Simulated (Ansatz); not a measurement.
A geometry relaxed with PBE0-D3(BJ)/def2-TZVP run with Ansatz (a program for electronic structure), charge 0, multiplicity 1:

```xyz
12

H      2.6136    -0.1074     1.5079
C     -1.8987     0.4031    -0.2659
H     -2.8241     0.8688    -0.5642
H      2.6350     1.0405    -0.6329
O     -0.4642    -1.0307     0.6422
H     -2.4733    -1.4289     0.8773
H      2.6281    -1.3868    -0.5351
C     -0.5738     0.8476    -0.5348
C     -1.7640    -0.7388     0.4502
H     -0.2811     1.7286    -1.0845
Si     2.1268    -0.1429     0.1046
C      0.2757    -0.0533     0.0353
```

Write the SMILES of this molecule.

`[SiH3]c1ccco1`
